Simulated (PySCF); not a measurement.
C3H5ClSi. Atoms are numbered in the order given.

```xyz
10

C      2.3308    -1.5629     0.2061
C      1.3192    -0.9551    -0.0919
Si    -0.2206    -0.0707    -0.5448
C     -1.7132    -1.1272    -0.1676
Cl    -0.3265     1.6870     0.5719
H      3.2264    -2.0959     0.4700
H     -0.1536     0.3161    -1.9764
H     -2.6411    -0.5908    -0.4200
H     -1.7377    -1.3854     0.9022
H     -1.6751    -2.0612    -0.7514
```
Charge 0, spin multiplicity 1.

Geometry: B3LYP-D3(BJ)/def2-SVP. The structure was generated by enumeration; whether it is a known compound was not checked.

All values below come from B3LYP-D3(BJ)/def2-SVP in PySCF.

Frequencies are harmonic and unscaled.

Question: Give all harmonic wavenumbers and intensities. (Estimate from the structure and the level; the computed values follow.)

Answer: 
| mode | ν (cm⁻¹) | IR (km/mol) | Raman (Å⁴/amu) | depolarisation | moving atoms (share of kinetic energy) |
|---|---|---|---|---|---|
| 1 | 115 | 0.9 | 9.1 | 0.75 | C 50 %, Cl 24 %, H 17 %, Si 9 % |
| 2 | 150 | 1.1 | 6.8 | 0.74 | C 46 %, H 38 %, Si 12 % |
| 3 | 170 | 0.4 | 1.3 | 0.74 | H 84 %, C 8 % |
| 4 | 196 | 1.3 | 2.2 | 0.75 | C 38 %, H 25 %, Cl 21 %, Si 16 % |
| 5 | 337 | 15.8 | 3.7 | 0.63 | C 70 %, Cl 13 %, H 10 % |
| 6 | 340 | 19.9 | 3.2 | 0.73 | C 68 %, H 21 %, Si 10 % |
| 7 | 516 | 57.9 | 11.1 | 0.11 | Cl 39 %, Si 38 %, C 16 % |
| 8 | 627 | 64.4 | 3.2 | 0.41 | C 46 %, Si 36 %, H 14 % |
| 9 | 687 | 13.1 | 7.5 | 0.69 | H 65 %, C 24 %, Si 10 % |
| 10 | 743 | 13.5 | 2.8 | 0.62 | H 73 %, C 25 % |
| 11 | 751 | 93.4 | 6.3 | 0.19 | H 40 %, Si 32 %, C 28 % |
| 12 | 753 | 39.0 | 1.6 | 0.51 | H 73 %, C 25 % |
| 13 | 762 | 11.1 | 4.9 | 0.68 | H 83 %, C 15 % |
| 14 | 863 | 241.5 | 5.2 | 0.75 | H 75 %, Si 14 %, C 11 % |
| 15 | 901 | 127.3 | 6.9 | 0.71 | H 80 %, C 13 % |
| 16 | 1273 | 20.6 | 1.4 | 0.13 | H 78 %, C 22 % |
| 17 | 1427 | 4.0 | 12.9 | 0.74 | H 96 % |
| 18 | 1430 | 2.1 | 11.0 | 0.75 | H 96 % |
| 19 | 2152 | 50.9 | 147.3 | 0.25 | C 90 %, H 10 % |
| 20 | 2253 | 107.4 | 151.7 | 0.19 | H 97 % |
| 21 | 3034 | 0.9 | 139.6 | 0.00 | H 97 % |
| 22 | 3129 | 2.5 | 92.8 | 0.74 | H 91 %, C 9 % |
| 23 | 3138 | 1.6 | 86.2 | 0.74 | H 91 %, C 9 % |
| 24 | 3455 | 49.5 | 47.3 | 0.26 | H 86 %, C 14 % |
